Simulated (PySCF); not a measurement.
ClFGeH2O2.

```xyz
7

O     -0.4353     1.7782     0.4027
Ge    -0.2003     0.0558     0.1492
O     -1.6852    -0.6244    -0.4738
F      0.2080    -0.6437     1.6823
Cl     1.3936    -0.4255    -1.1850
H      0.2756     2.1915     0.9131
H     -2.4658    -0.1790    -0.1128
```
Charge 0, spin multiplicity 1.

Coordinates come from a B3LYP-D3(BJ)/def2-SVP optimisation. This is a generated structure with no PubChem entry under its InChIKey; it may be hypothetical. Other conformers were not sampled.

Computed with PySCF with PBE0/pcSseg-1. Non-relativistic, no solvent.

Computed absolute GIAO shielding of each atom: isotropic value and principal components (ppm):
| atom | σ(iso) | σ11 | σ22 | σ33 | span |
|---|---|---|---|---|---|
| O1 | 259.6 | 219.4 | 250.1 | 309.2 | 89.9 |
| Ge2 | 1320.5 | 1254.7 | 1338.0 | 1368.9 | 114.2 |
| O3 | 272.4 | 242.6 | 255.9 | 318.6 | 76.0 |
| F4 | 290.3 | 230.9 | 250.8 | 389.2 | 158.3 |
| Cl5 | 884.6 | 773.6 | 808.4 | 1071.7 | 298.1 |
| H6 | 28.9 | 20.6 | 23.4 | 42.7 | 22.1 |
| H7 | 28.9 | 19.9 | 23.2 | 43.7 | 23.8 |
